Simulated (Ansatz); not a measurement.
Br4Sn, SMILES [Br][Sn-]([Br])([Br])[Br] (connectivity only; charge and spin as stated), charge -1, multiplicity 2. Atoms are numbered in the order given.

```xyz
5

Sn     0.0000     0.0000     0.0000
Br    -1.5403     1.5403    -1.5403
Br     1.5403     1.5403     1.5403
Br     1.5403    -1.5403    -1.5403
Br    -1.5403    -1.5403     1.5403
```
Charge -1, spin multiplicity 2.

Coordinates come from a r2SCAN-D4/def2-SVPD optimisation. The def2 effective core potentials stand for the cores of Sn; spin–orbit coupling is left out.

Two levels are set side by side: PBE-D3(BJ)/def2-SVPD (Ansatz, an electronic-structure program) and r2SCAN-D4/def2-SVPD (Ansatz). Each level has its own optimised geometry; the coordinates shown are those of the second. Differences are taken from unrounded values.

```tsv
quantity	r2SCAN-D4
mean bond length (Å)	2.668
bond Sn1–Br2 (Å)	2.668
bond Sn1–Br3 (Å)	2.668
bond Sn1–Br4 (Å)	2.668
bond Sn1–Br5 (Å)	2.668
```

Question: What does PBE-D3(BJ) give, and how far is it from r2SCAN-D4? (An estimate is asked for; the answer gives what the named calculation found.)

Answer: 
| quantity | PBE-D3(BJ) | PBE-D3(BJ) minus r2SCAN-D4 |
|---|---|---|
| mean bond length (Å) | 2.687 | 0.019 |
| bond Sn1–Br2 (Å) | 2.687 | 0.019 |
| bond Sn1–Br3 (Å) | 2.687 | 0.019 |
| bond Sn1–Br4 (Å) | 2.687 | 0.019 |
| bond Sn1–Br5 (Å) | 2.687 | 0.019 |

On these quantities the two levels nearly agree.
